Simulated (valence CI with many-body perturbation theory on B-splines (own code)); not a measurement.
Values are calculated unless marked as measured or tabulated.
**Re62+: input, log and results**

The program does CI of the valence electrons with many-body perturbation theory for a frozen closed Dirac-Fock core.

Command, and the settings that its task file holds:

```sh
python run_cv.py task.json out
```

```
atom Re  Z=75  mass_number=187  rms_radius_fm=5.3698
core [Ne]
valence 3s2 3p1
avg = 1
basis = S
breit = 1
cap = 10000
capref = 1200
cscale = 1
de = 0.0
dress = 0
eps = 2e-08
extrap = 1
h = 0.27
hh = 1
l2 = 3
lcore = 6
maxit = 60
n2 = 5
natural = 1
nlev = 21
nno = [3, 3, 3, 2, 1]
nroot = 26
ns = 3
nsp = [3, 3, 2, 1, 0]
pt2 = 1
qed = 1
rpa = 1
s1 = 1
s2 = 1
s3 = 1
screen = 1
tol = 2e-05
whole = 1
```

Log. The first blocks belong to the next ion, which gives the ionisation energy. Fields: 2J, parity (1 odd), roots, reference size, generating configurations, candidates as configurations/state functions, variational space P, stored matrix elements, Davidson steps; e2 is the range of second-order energies in hartree. The first line gives the box (bohr), its intervals, the orbitals and the steps of their self-consistent field. Window is the range of levels sought, series limit the energy at which the first omitted orbital would enter, core excitation an estimate of the first excitation out of the core, left out the lowest levels not solved, and shifts from estimates the range by which levels moved from their first estimate, all in cm⁻¹.

```
rmax 1.3 intervals 54 orbitals 36 references ['3s2 3p', '3s2 3d', '3s 3p2', '3s 3p 3d', '3p3'] scf 2 t 0.7
2J=0 par=0 roots 2 ref 15 generators 3 cand 92/92 P 107/107 nnz 0 it 0
   second order: generators 5 cand 0/0 e2 -0.00000 -0.00000
reference levels 433, estimated 51, window 7849491 1/cm; series limit 37711945, core excitation 69286254
2J=1 par=1 roots 3 ref 37 generators 7 cand 279/413 P 924/1375 nnz 0 it 3
2J=1 par=1 roots 3 ref 37 generators 8 cand 226/336 P 987/1462 nnz 0 it 4
   second order: generators 10 cand 383/585 e2 -0.00000 -0.00000
2J=1 par=0 roots 4 ref 41 generators 8 cand 357/518 P 869/1282 nnz 0 it 0
2J=1 par=0 roots 4 ref 41 generators 9 cand 295/433 P 1006/1470 nnz 0 it 4
   second order: generators 9 cand 158/245 e2 -0.00000 -0.00000
2J=3 par=1 roots 6 ref 60 generators 10 cand 244/539 P 1179/2432 nnz 0 it 4
2J=3 par=1 roots 6 ref 60 generators 13 cand 196/408 P 1245/2587 nnz 1.1e+06 it 4
   second order: generators 16 cand 586/1298 e2 -0.00000 -0.00000
2J=3 par=0 roots 6 ref 65 generators 11 cand 380/826 P 1070/2150 nnz 0 it 4
2J=3 par=0 roots 6 ref 65 generators 13 cand 306/674 P 1189/2413 nnz 0 it 4
   second order: generators 16 cand 427/1006 e2 -0.00000 -0.00000
2J=5 par=0 roots 4 ref 63 generators 8 cand 334/840 P 1094/2367 nnz 0 it 4
2J=5 par=0 roots 4 ref 63 generators 11 cand 297/736 P 1139/2467 nnz 0 it 4
   second order: generators 15 cand 492/1317 e2 -0.00000 -0.00000
2J=5 par=1 roots 4 ref 55 generators 5 cand 266/669 P 1157/2590 nnz 1.1e+06 it 4
2J=5 par=1 roots 4 ref 55 generators 9 cand 213/502 P 1215/2749 nnz 1.3e+06 it 4
   second order: generators 12 cand 401/1010 e2 -0.00000 -0.00000
2J=7 par=1 roots 2 ref 36 generators 3 cand 395/944 P 923/2006 nnz 0 it 3
2J=7 par=1 roots 2 ref 36 generators 5 cand 277/650 P 1003/2199 nnz 0 it 3
   second order: generators 6 cand 197/457 e2 -0.00000 -0.00000
left out: unestimated 11413550, estimated 9265882, shifts from estimates -1 to 0
```

Task: What became of the run, and why?

Result: It gave no result: the setting left no core shell for the response of the core. The program said: "need at least one array to concatenate".
